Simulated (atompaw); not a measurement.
**Before and after: PAW (atompaw) potential for cadmium**

atompaw 4.2.0.5 input, output lines left out:

```
Cd 48
GGA-PBE scalarrelativistic loggrid 1500 logderivrange -7 5 301
5 5 4 0 0 0
5 0 1.5
5 1 0.5
0 0 0
c
c
c
c
v
c
c
v
v
c
v
2
2.10 1.55 1.40 1.10
y
0.65
n
n
y
-0.4
n
custom rrkj gramschmidtortho besselshape
bessel
2.10
2.10
1.50
1.45
2.10
2.10
```

Change: local potential bessel scheme, radius 1.78 bohr.

Cutoffs: the cutoffs (Ry, on a coarse ladder) from which the occupation-weighted sum of valence levels, in a spherical-Bessel basis at the reference potential, stays within 10 and 1 mRy of its value at 400 Ry; they do not see the model core or the augmentation charge, which bear on the density cutoff.

**Question.** What does the change do?

**Answer.** The potential gets neither clearly harder nor softer (45 Ry and 70 Ry → 45 Ry and 70 Ry); the range in which the s phases agree narrows (upper end at the end of the scan → 3.4); the range in which the d phases agree narrows (upper end at the end of the scan → 3.3); neither file shows a bound ghost.

```tsv
quantity	base	changed
cutoff, loose	45 Ry	45 Ry
cutoff, tight	70 Ry	70 Ry
loose cutoff by channel (10 mRy a level)	s 6 Ry, p 35 Ry, d 18 Ry	s 6 Ry, p 40 Ry, d 18 Ry
bound ghosts	none	none
s: phases at 2.11 bohr within 0.05 rad from the reference energy up to (Ry; the scan ends near 5)	to the end of the scan	3.4
p: phases at 2.11 bohr within 0.05 rad from the reference energy up to (Ry; the scan ends near 5)	to the end of the scan	to the end of the scan
d: phases at 2.11 bohr within 0.05 rad from the reference energy up to (Ry; the scan ends near 5)	to the end of the scan	3.3
lowest overlap eigenvalue by channel	s 0.47, p 0.11, d 0.76	s 0.48, p 0.12, d 0.74
```

 The cutoffs see the waves, projectors and local potential, not the compensation charge or the core.
